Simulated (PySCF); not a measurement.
CH6OSiZn (SMILES [CH3][Zn][O][SiH3]), singlet, at a GFN2-xTB geometry (such geometries of metal compounds can be far from the true shape), with bond 3-2 at 1.8 times its length.

PySCF was given this input:
```python
from pyscf import gto, scf, mcscf
import numpy

mol = gto.Mole()
mol.atom = '''
    Zn   -0.473980    0.372877    0.575640
    C    -1.602169    1.260418    1.945806
    H    -2.113737    0.003990    3.345672
    H    -2.508168    1.655665    1.503352
    H    -1.070934    2.081596    2.410864
    O     0.521488   -0.410252   -0.633337
    Si    1.432141   -1.126658   -1.739310
    H     0.553518   -1.911758   -2.616190
    H     2.391052   -1.997873   -1.047390
    H     2.131430   -0.083634   -2.501132
'''
mol.basis = 'sto-3g'
mol.charge = 0
mol.spin = 0
mol.verbose = 3
mol.build()

mf = scf.RHF(mol)
mf.kernel()
mc = mcscf.CASSCF(mf, 6, 6)
mc.kernel()
occ = numpy.linalg.eigvalsh(mc.fcisolver.make_rdm1(mc.ci, mc.ncas, mc.nelecas))[::-1]
ss = mc.fcisolver.spin_square(mc.ci, mc.ncas, mc.nelecas)[0]
print('natural occupations', occ.round(4), ' <S^2>', round(ss, 4))
```

Question: Give the nuclear repulsion energy at the level CASSCF(6,6)/STO-3G run with PySCF.

Answer: 305.9479 Eh

Question: What SCF-reference dipole moment does CASSCF(6,6)/STO-3G give?

Answer: 1.96 D

Question: What natural occupations of the active orbitals does CASSCF(6,6)/STO-3G give?

Answer: 1.98, 1.79, 1.72, 0.29, 0.20, 0.02

Question: Predict the SCF-reference Mulliken (on the basis functions themselves) charges in atom order from CASSCF(6,6)/STO-3G.

Answer: Zn1 0.73, C2 -0.31, H3 -0.14, H4 0.02, H5 0.02, O6 -0.63, Si7 0.85, H8 -0.18, H9 -0.18, H10 -0.18
